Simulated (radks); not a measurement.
Species: the caesium ion Cs2+. Configuration: [Kr] 4d10 5s2 5p5.

Method: Dirac Kohn-Sham, LDA (Slater exchange, Perdew-Wang correlation), spin-unpolarised, spherical densities, point nucleus; open shells fill j = l - 1/2 first; computed with a radial shooting solver on a logarithmic mesh with Libxc functionals.

Energy parts (eV):
| part | energy |
|---|---|
| total | -211790.91 |
| kinetic | 225499.15 |
| electron-nucleus | -514302.38 |
| Hartree | 82073.68 |
| exchange-correlation | -5061.36 |

Orbitals (lengths in bohr, moments of r in powers of bohr):
| orbital | occ. | eigenvalue (eV) | <1/r> | <r^2> | <r^4> | small-component weight |
|---|---|---|---|---|---|---|
| 1s1/2 | 2 | -35750.57 | 59.35 | 0.0009264 | 2.252e-06 | 4.11e-02 |
| 2s1/2 | 2 | -5621.239 | 13.91 | 0.01479 | 0.0003778 | 8.85e-03 |
| 2p1/2 | 2 | -5291.760 | 13.90 | 0.01089 | 0.0002395 | 8.89e-03 |
| 2p3/2 | 4 | -4939.948 | 12.73 | 0.01217 | 0.0002917 | 8.41e-03 |
| 3s1/2 | 2 | -1181.671 | 4.982 | 0.1024 | 0.01593 | 2.65e-03 |
| 3p1/2 | 2 | -1043.793 | 4.897 | 0.09707 | 0.01502 | 2.60e-03 |
| 3p3/2 | 4 | -976.4032 | 4.607 | 0.1050 | 0.01747 | 2.47e-03 |
| 3d3/2 | 4 | -733.2391 | 4.468 | 0.08721 | 0.01384 | 2.35e-03 |
| 3d5/2 | 6 | -718.9155 | 4.394 | 0.08947 | 0.01450 | 2.31e-03 |
| 4s1/2 | 2 | -236.4276 | 2.038 | 0.5455 | 0.4362 | 7.92e-04 |
| 4p1/2 | 2 | -186.9222 | 1.932 | 0.5914 | 0.5284 | 7.29e-04 |
| 4p3/2 | 4 | -173.0461 | 1.836 | 0.6379 | 0.6149 | 6.86e-04 |
| 4d3/2 | 4 | -92.4161 | 1.601 | 0.8029 | 1.073 | 5.44e-04 |
| 4d5/2 | 6 | -90.1134 | 1.578 | 0.8231 | 1.129 | 5.32e-04 |
| 5s1/2 | 2 | -42.7790 | 0.7766 | 3.256 | 15.64 | 1.63e-04 |
| 5p1/2 | 2 | -30.1746 | 0.6772 | 4.217 | 27.04 | 1.27e-04 |
| 5p3/2 | 3 | -28.3171 | 0.6460 | 4.573 | 31.75 | 1.18e-04 |

The highest occupied level is 5p3/2 at -28.317 eV. The density falls to 0.001 e/bohr^3 at r = 3.80 bohr. For comparison, the ionisation energy in NIST's Atomic Spectra Database is 33.195 eV (semi-empirical). In exact Kohn-Sham theory the highest level is minus the ionisation energy, but local and semilocal functionals leave it too shallow, through self-interaction and a potential that decays too fast; potentials with the right tail come closer. Summed over all electrons, <r^2> = 43.45 bohr^2, which gives a Langevin (diamagnetic) susceptibility term of -34.4 x 10^-6 cm^3/mol.

Beside tabulated values, note that spin-unpolarised runs miss the spin-polarisation part of the exchange energy of open shells.
